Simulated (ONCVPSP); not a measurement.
What the settings do to the ONCV potential of chromium (Cr)

Base potential:

- Element: chromium
- Generator: ONCVPSP 4.0.1
- Type: optimised norm-conserving Vanderbilt (ONCV)
- Functional: PBEsol
- Relativity: fully relativistic
- Frozen core: [Ne]
- Valence charge: 14
- Reference configuration: 3s2 3p6 3d5 4s1
- Partial waves: 3s+4s: rc 1.25 bohr, ncon 3, nbas 8, qcut 12.5 1/bohr, 3 projectors, debl 0.4 Ha; 3p: rc 1.55 bohr, ncon 4, nbas 8, qcut 9.6 1/bohr, 2 projectors, debl 1.3 Ha; 3d: rc 1.50 bohr, ncon 3, nbas 7, qcut 8.2 1/bohr, 2 projectors, debl 0.7 Ha; f scattering state at 0.19 Ha: rc 1.25 bohr, ncon 4, nbas 7, qcut 8.1 1/bohr, local
- Local potential: the f channel
- Core correction: Teter function, fcfact 4.5, rcfact 1.25

Open shells are filled in proportion to 2j + 1.

In the p channel the program set the typed energies aside and used -1.653, 0.250 Ha (j = l + 1/2; the other j can differ).

All-electron outer shells of the reference configuration (PBEsol, scalar-relativistic, ld1.x):

| shell | level (eV) | outermost node (bohr) | outermost maximum (bohr) |
| --- | --- | --- | --- |
| 2p | -560.29 | – | 0.20 |
| 3s | -73.77 | 0.36 | 0.78 |
| 3p | -45.34 | 0.33 | 0.80 |
| 4s | -4.02 | 1.12 | 2.74 |
| 3d | -2.93 | – | 0.84 |

Cutoffs, loose and tight: the cutoffs (Ha) at which the residual kinetic energy of the hardest occupied pseudo-wave falls to 1 and 0.1 mHa per electron. They do not see the model core or the augmentation charge, which bear on the density cutoff. Test errors are all-electron minus pseudo excitation energies from the reference, over the configurations 3s2 3p6 3d5 4s0; 3s2 3p6 3d4 4s0; 3s2 3p6 3d3 4s0; 3s2 3p6 3d5 4s0.5. A dash means not determined; rows that change the core or the reference have their own tests. The largest error is taken over the tests solved by every variant that gives reliable tests at all: 3s2 3p6 3d4 4s0; 3s2 3p6 3d5 4s0; 3s2 3p6 3d5 4s0.5.

```tsv
change	outcome	cutoff, loose	cutoff, tight	bound ghosts	GHOST(+) flags above zero	largest test error (meV)
base	generated, projector energies reset by the program	45 Ha	60 Ha	none	s	+4.3
d: debl 0.5	generated, projector energies reset by the program	45 Ha	60 Ha	none	s	+4.3
core correction Teter function, fcfact 4.5, rcfact 1.02	generated, projector energies reset by the program	45 Ha	60 Ha	none	s	+4.3
p: nproj 3	generated, projector energies reset by the program	45 Ha	60 Ha	none	s, p3/2	+4.3
core correction Teter function, fcfact 6, rcfact 1.25	generated, projector energies reset by the program	45 Ha	60 Ha	none	s	+4.3
```

Question: What comes out with this change to the base: s: qcut 12.9; p: qcut 9.9; d: qcut 8.5; f: qcut 8.4?

Answer: outcome: generated, projector energies reset by the program; cutoff, loose: 47 Ha; cutoff, tight: 57 Ha; bound ghosts: none; GHOST(+) flags above zero: s; largest test error (meV): +4.1.

Question: What comes out with this change to the base: d: qcut 9.4?

Answer: outcome: generated, projector energies reset by the program; cutoff, loose: 45 Ha; cutoff, tight: 54 Ha; bound ghosts: none; GHOST(+) flags above zero: s; largest test error (meV): +3.5.
